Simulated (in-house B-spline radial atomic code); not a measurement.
The numbers below are computed, except where a source is named.
# Building a PAW d channel for W, r_c = 1.8 bohr

W, [Xe] 4f14 5d4 6s2, non-relativistic PBE (a model for so heavy an element), spherical and spin-unpolarised, from a B-spline radial code for spherical atoms (atomic units; all potentials screened as in the neutral atom).

Two all-electron partial waves φ1, φ2 are integrated outwards at E1 = ε(5d) = -0.213333 and E2 = E1 + 2 hartree; φ1 is the bound orbital and φ2 has unit norm inside r_c = 1.8029 bohr. Smooth partners are polynomials, r^3(a0 + a1 r² + a2 r⁴ + a3 r⁶), matched to φ and three derivatives at r_c, with no condition on the norm. The local potential is -11.7472 + (8.80309) r² + (-2.74407) r⁴ + (0.316397) r⁶ inside 1.4761 bohr and the all-electron one outside.

```tsv
wave	φ(r_c)	φ'(r_c)	a0	a1	a2	a3
1	0.7192163	-0.2401388	0.8878459	-0.4872117	0.1034495	-0.007991588
2	0.3775696	3.016875	-2.04149	1.468667	-0.3404725	0.02706117
```

Inside r_c the overlaps are <φi φj> = [[0.50259, -0.56511], [-0.56511, 1.00000]] and, for the smooth waves, [[0.43799, -0.38861], [-0.38861, 0.56967]]. With χj = (Ej − T − V_local) applied to smooth wave j, the program's quadrature gives the matrix B_ij = <smooth i, χj> as [[0.09699, 0.06596], [-0.28704, 0.33130]].

Question: Check the match of the first wave, and find the augmentation charges q_ij.

Answer: At r_c the four terms are 5.20298, -9.28060, 6.40516, -1.60834, which sum to 0.7192, φ1(r_c) to rounding. q_ij is the all-electron overlap less the smooth one: [[0.06460, -0.17650], [-0.17650, 0.43033]]. The smooth first wave has a norm of 0.4380 inside r_c against 0.5026, and q11 > 0 puts back the missing charge.

Question: B isn't symmetric. Show that D_ij = B_ij + Ej q_ij is.

Answer: Integrating by parts gives B12 − B21 = (E1 − E2) q12: 0.06596 − (-0.28704) = 0.35300, and −2 × (-0.17650) = 0.35300. So D12 = 0.06596 + (1.786667)(-0.17650) = -0.24939 and D21 = -0.28704 + (-0.213333)(-0.17650) = -0.24939; D11 = 0.08321, D22 = 1.10015. The projectors, p = (B⁻¹)ᵀ χ, are dual to the smooth waves; det B = 0.051.

Solving (T + V_local + Σ p D p) ψ = E (1 + Σ p q p) ψ in a sphere of 9 bohr, whose wall lifts the free-atom level a little, gives these levels:

| all-electron | one projector | two projectors |
| --- | --- | --- |
| -0.213292 | -0.213292 | -0.213292 |
| 0.114103 | 0.113322 | 0.114102 |
| 0.412094 | 0.405744 | 0.412089 |
| 0.869325 | 0.837051 | 0.869316 |
| 1.470470 | 1.346100 | 1.470470 |

Question: What does the second projector gain?

Answer: With one projector the errors are 0.00, -0.78, -6.35, -32.27, -124.37 millihartree. With two the errors are 0.00, 0.00, -0.01, -0.01, 0.00 millihartree. The scattering is exact at E1 and at E2 = 1.787, and over all levels compared the largest error is under 0.01 millihartree. The lowest eigenvalue of the overlap operator is 1 with one and 0.9143 with two projectors. The smooth orbital alone needs a cutoff of 15.5 hartree for 1 millihartree of kinetic energy, against 14.4 for a norm-conserving Troullier-Martins orbital of the same radius.
